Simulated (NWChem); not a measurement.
# Correlation energy of sulfur trioxide (O3S)

```
S
O 1 1.4693
O 1 1.4693 2 120.00
O 1 1.4693 2 120.00 3 180.00
```
Charge 0, spin multiplicity 1.

All runs are NWChem calculations. Structure: optimised with PBE/def2-SVP, a minimum by its harmonic frequencies.

Basis set: cc-pVDZ. Each correlation energy counts from its own Hartree-Fock reference.

The correlated methods keep 8 core orbitals frozen. Coupled-cluster values serve here as a point of comparison, not as the truth.

Q: Order these methods by the correlation energy they give, lowest first: CCSD(T), MP2, SCS-MP2, CR-CCSD(T), CCSD+T(CCSD), CR-CCSD[T].

A: CCSD+T(CCSD) (-739.3 mHa), CCSD(T) (-735.9 mHa), CR-CCSD[T] (-730.4 mHa), CR-CCSD(T) (-728.0 mHa), MP2 (-718.6 mHa), SCS-MP2 (-685.9 mHa)
